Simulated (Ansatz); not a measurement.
# Ligand exchange: CBrCl2F + Mg(CH3)Br → C2H3Cl2F + MgBr2

Species: CBrCl2F (bromodichlorofluoromethane) `FC(Cl)(Cl)Br`, singlet; Mg(CH3)Br, singlet; C2H3Cl2F (1,1-dichloro-1-fluoroethane) `CC(F)(Cl)Cl`, singlet; MgBr2 `[Br][Mg][Br]`, singlet. The partners trade Br for CH3: C–Br and Mg–CH3 bonds give way to C–CH3 and Mg–Br.

Shapes, held fixed at every level: PBE0-D4/def2-TZVP. Programs: Ansatz 0.2.0. The zero-point and thermal change to 298 K, harmonic and unscaled (PBE0-D4/def2-TZVP), is +11.3 kJ/mol.

Question: Estimate ΔH(298 K) of this reaction.

Answer: The highest level, CCSD(T)/def2-TZVPP, gives ΔH(298 K) = -268.4 kJ/mol; the levels span -302.6 to -248.3. The column of differences is taken from that level and isn't an error. No measured value is set beside it here. Relativity is left out for Br unless named. Correlated rows may include outer-core shells of Br, Mg, which these sets cover unevenly. Times are processor times on shared x86 and Arm servers, and rough.

```tsv
level	kind	ΔH(298 K) (kJ/mol)	less CCSD(T)/def2-TZVPP	CPU time (sum over the molecules)
SPW92/def2-TZVPP	LDA	-248.3	+20.1	11 s
BHLYP-D4/def2-TZVPP	global hybrid	-286.7	-18.3	26 s
PBE0-D4/def2-TZVPP	global hybrid	-267.7	+0.7	23 s
B2PLYP/def2-TZVPP	double hybrid	-268.4	0.0	40 s
MP2/def2-SVP	perturbation theory	-297.5	-29.1	–
CCSD(T)/def2-SVP	coupled cluster or CI	-296.9	-28.5	30 s
CCSD/def2-SVP	coupled cluster or CI	-302.6	-34.2	–
CCSD(T)/def2-TZVPP	coupled cluster or CI	-268.4	0.0	7.4 min
```
